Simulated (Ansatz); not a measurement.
A rate constant, worked out

An elementary step of AlN₂H₄Cl, closed shell (AlN₂H₄Cl ([NH2][Al]([NH2])[Cl]) → AlNHCl ([NH][Al][Cl]) + NH₃ (still joined by a long Al–N bond); Al–N, N–H broken or loosened, N–H formed or tightened). The start structure is the reactant molecule, and the electronic barrier above it is 2.615 eV by CCSD(T) at an estimated basis limit (MP2 extrapolated from triple and quadruple zeta, plus CCSD(T) − MP2 in triple zeta). Ansatz 0.2.0; basis: def2-TZVPP and def2-QZVPP; cores frozen in the correlated methods. Extrapolation: Hartree–Fock as exp(−7.88 √X), correlation as X^−2.97. Harmonic wavenumbers at PBE0-D4/def2-TZVP (Ansatz 0.2.0), in cm⁻¹:

Start: 168, 186, 246, 246, 332, 350, 376, 479, 621, 691, 805, 909, 1560, 1570, 3621, 3622, 3712, 3712.

Saddle: 1135i, 175, 176, 383, 389, 501, 569, 653, 718, 797, 856, 1012, 1477, 1559, 1936, 3554, 3639, 3691.

Work out the transition-state-theory rate constant at 800 K from these numbers alone (harmonic vibrations; rotation, path degeneracy and anharmonicity left out), and the Wigner tunnelling factor. Use 1 cm⁻¹ = 1.2398 × 10⁻⁴ eV and k_B = 8.617 × 10⁻⁵ eV/K.

Zero-point energies, half the sums: start 23206/2 cm⁻¹ = 1.4386 eV; saddle, real modes only, 22085/2 cm⁻¹ = 1.3691 eV.
Barrier with zero-point energy: 2.615 + 1.3691 − 1.4386 = 2.5455 eV.
k_BT = 0.06894 eV, so the barrier is 36.92 k_BT.
Vibrational partition functions from the zero-point level, ln q = −Σ ln(1 − exp(−hν/k_BT)): start 8.830, saddle 6.517.
k = (k_BT/h) exp(ln q‡ − ln q) exp(−E0/k_BT), with log₁₀(k_BT/h in s⁻¹) = 13.22: log₁₀ k = 13.22 + (-2.313 − 36.92)/2.3026 = -3.82, so k ≈ 2 × 10^(-4) s⁻¹.
Wigner factor: 1 + (hν‡/k_BT)²/24 = 1 + (2.04)²/24 = 1.17. A change of 1 kcal/mol (0.043 eV) in the barrier would change k by a factor of 1.9 at this temperature.

T1 diagnostic: at most 0.018.

Labels in which every atom is bracketed show which atoms are joined, not bond orders.

For scale, one of the runs: CCSD(T)/def2-TZVPP, 202 basis functions, launched by `ansatz run in.yaml --threads 4 --pin off --events-out ev --progress --plain --max-ram 9574MiB`. Hardware: 4 CPU threads of an Arm Neoverse V1, shared host. Wall time 39 s; peak host memory 2.4 GiB.
